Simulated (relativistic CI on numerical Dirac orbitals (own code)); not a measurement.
## Crystal-field levels of Nb³⁺, 4d2

Calculated by Dirac-Coulomb-Breit CI, orbitals from a KLI potential per configuration, a model potential for QED, one configuration in a parametric crystal field, unscaled Slater integrals (own radial code). With so little scaling, terms lie 10 to 35 % too far apart, which can change the order of excited levels.

Field parameters in Wybourne normalisation: D3d B²₀ = −7Dσ, B⁴₀ = −14Dq − 21Dτ, B⁴₃ = −14√(10/7) Dq. The field is a parameter set, without covalency.

S is read from ⟨S²⟩ = S(S + 1).

Levels (cm⁻¹, degeneracy): 0 (2), 196 (2), 338 (1), 759 (1), 1193 (2), 1419 (1), 11193 (1), 11526 (2), 12140 (2), 25676 (1), 26770 (1), 26867 (1).

(1) Which field gives this pattern?
A. D3d, 10Dq = 28000, Dσ = -1200, Dτ = 50 cm⁻¹
B. D3d, 10Dq = 28000, Dσ = 330, Dτ = 50 cm⁻¹
C. D3d, 10Dq = 28000, Dσ = 110, Dτ = 50 cm⁻¹
D. D3d, 10Dq = 28000, Dσ = -760, Dτ = 50 cm⁻¹

## Answers

(1) C. D3d, 10Dq = 28000, Dσ = 110, Dτ = 50 cm⁻¹, ground level with S = 1.00.
